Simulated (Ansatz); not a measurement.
C₂H₆Si (SMILES C[Si]C), singlet, at a GFN2-xTB geometry. Base run: CCSD/6-31G** in Ansatz (a first-principles code).

Ansatz was given this input:
Ansatz 0.2 input:
```yaml
crystal:
  periodic: [false, false, false]
  atoms:
    - {symbol: Si, position_ang: [-0.25781853, 0.11561357, 0.69927516]}
    - {symbol: C, position_ang: [0.74714689, 1.26727629, -0.47256628]}
    - {symbol: H, position_ang: [0.92573921, 2.24312512, -0.02482989]}
    - {symbol: H, position_ang: [0.22513318, 1.43369211, -1.41547096]}
    - {symbol: H, position_ang: [1.72091760, 0.83786826, -0.71036843]}
    - {symbol: C, position_ang: [-0.40578857, -1.42035160, -0.45329187]}
    - {symbol: H, position_ang: [0.57448304, -1.79226401, -0.75330936]}
    - {symbol: H, position_ang: [-0.95623279, -1.18077588, -1.36366825]}
    - {symbol: H, position_ang: [-0.92873070, -2.24178365, 0.03294363]}
basis:
  gaussian:
    orbitals: 6-31G__.json
magnetization: {spin_polarized: false}
correlation: {method: ccsd}
```
The basis file holds 6-31G** in the JSON format of the Basis Set Exchange.

Each row names what was changed in the base input (with any setting that the change needs).

```
change                         ΔE vs base (kcal/mol)  MP2 correlation (Eh)  CC correlation without the perturbative part (Eh)  basis functions
-----------------------------  ---------------------  --------------------  -------------------------------------------------  ---------------
base                                           0.000              -0.37272                                           -0.42014               79
electrons = all                                  [?]                   [?]                                                [?]               79
method = ccsd_t                                -7.39              -0.37272                                           -0.42014               79
method = rpa                                     [?]                     -                                                  -               79
diis_vectors = 2                               0.000              -0.37272                                           -0.42014               79
accuracy = high                               -0.001              -0.37273                                           -0.42014               79
electrons = outside_noble_gas                  0.000              -0.37272                                           -0.42014               79
method = bccd_t                                -7.43              -0.37272                                           -0.41967               79
reference functional = pbe0                     2.30                     -                                           -0.42948               79
method = mp2                                     [?]              -0.37272                                                  -               79
```

Question: Some entries are withheld; supply them.

Answer: 
- electrons = all, ΔE vs base (kcal/mol): -13.30
- electrons = all, MP2 correlation (Eh): -0.39461
- electrons = all, CC correlation without the perturbative part (Eh): -0.44133
- method = rpa, ΔE vs base (kcal/mol): -29.58
- method = mp2, ΔE vs base (kcal/mol): 29.76
